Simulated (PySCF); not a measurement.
## Potential energy of ZnF along the bond

Set-up: PySCF, scalar-relativistic core potentials, basis sets Zn cc-pVDZ-PP with ECP10, F cc-pVDZ. Energies in eV from Zn + F in their ground configurations at the same level. State: ²Σ⁺ (doublet), unpaired electrons σ ↑.

All columns are PBE0. A positive dipole means Zn(−)F(+).

```json
{"R (Å)": "1.525", "E (eV)": "-1.749", "μ (D)": "-1.51", "Mulliken charge on Zn (basis-dependent)": "0.43", "HOMO (eV)": "-6.29", "LUMO (eV)": "-2.98", "Mayer bond order": "1.01", "⟨S²⟩": "0.75"}
{"R (Å)": "1.596", "E (eV)": "-2.348", "μ (D)": "-1.84", "Mulliken charge on Zn (basis-dependent)": "0.44", "HOMO (eV)": "-6.44", "LUMO (eV)": "-3.16", "Mayer bond order": "0.98", "⟨S²⟩": "0.75"}
{"R (Å)": "1.667", "E (eV)": "-2.666", "μ (D)": "-2.15", "Mulliken charge on Zn (basis-dependent)": "0.44", "HOMO (eV)": "-6.58", "LUMO (eV)": "-3.34", "Mayer bond order": "0.96", "⟨S²⟩": "0.75"}
{"R (Å)": "1.720", "E (eV)": "-2.774", "μ (D)": "-2.37", "Mulliken charge on Zn (basis-dependent)": "0.45", "HOMO (eV)": "-6.68", "LUMO (eV)": "-3.46", "Mayer bond order": "0.95", "⟨S²⟩": "0.75"}
{"R (Å)": "1.773", "E (eV)": "-2.800", "μ (D)": "-2.59", "Mulliken charge on Zn (basis-dependent)": "0.45", "HOMO (eV)": "-6.77", "LUMO (eV)": "-3.58", "Mayer bond order": "0.94", "⟨S²⟩": "0.75"}
{"R (Å)": "1.826", "E (eV)": "-2.765", "μ (D)": "-2.79", "Mulliken charge on Zn (basis-dependent)": "0.45", "HOMO (eV)": "-6.86", "LUMO (eV)": "-3.70", "Mayer bond order": "0.93", "⟨S²⟩": "0.75"}
{"R (Å)": "1.897", "E (eV)": "-2.652", "μ (D)": "-3.05", "Mulliken charge on Zn (basis-dependent)": "0.45", "HOMO (eV)": "-6.98", "LUMO (eV)": "-3.84", "Mayer bond order": "0.91", "⟨S²⟩": "0.75"}
{"R (Å)": "1.986", "E (eV)": "-2.441", "μ (D)": "-3.33", "Mulliken charge on Zn (basis-dependent)": "0.45", "HOMO (eV)": "-7.11", "LUMO (eV)": "-4.00", "Mayer bond order": "0.89", "⟨S²⟩": "0.75"}
{"R (Å)": "2.092", "E (eV)": "-2.141", "μ (D)": "-3.60", "Mulliken charge on Zn (basis-dependent)": "0.45", "HOMO (eV)": "-7.27", "LUMO (eV)": "-4.17", "Mayer bond order": "0.86", "⟨S²⟩": "0.76"}
{"R (Å)": "2.234", "E (eV)": "-1.731", "μ (D)": "-3.79", "Mulliken charge on Zn (basis-dependent)": "0.42", "HOMO (eV)": "-7.45", "LUMO (eV)": "-4.34", "Mayer bond order": "0.81", "⟨S²⟩": "0.76"}
```

A fit through these points gives, at Re = 1.767 Å, μ = -2.56 D and dμ/dR = -3.97 D/Å; the reduced mass is 14.65 u.

**Question.** How strong is the fundamental in the double-harmonic approximation, I = 42.26·(dμ/dR)²/μred km/mol?

**Answer.** I = 42.26·(-3.97)²/14.65 = 45.5 km/mol at PBE0.

The state was picked by a PBE0 search and need not be the measured ground state.
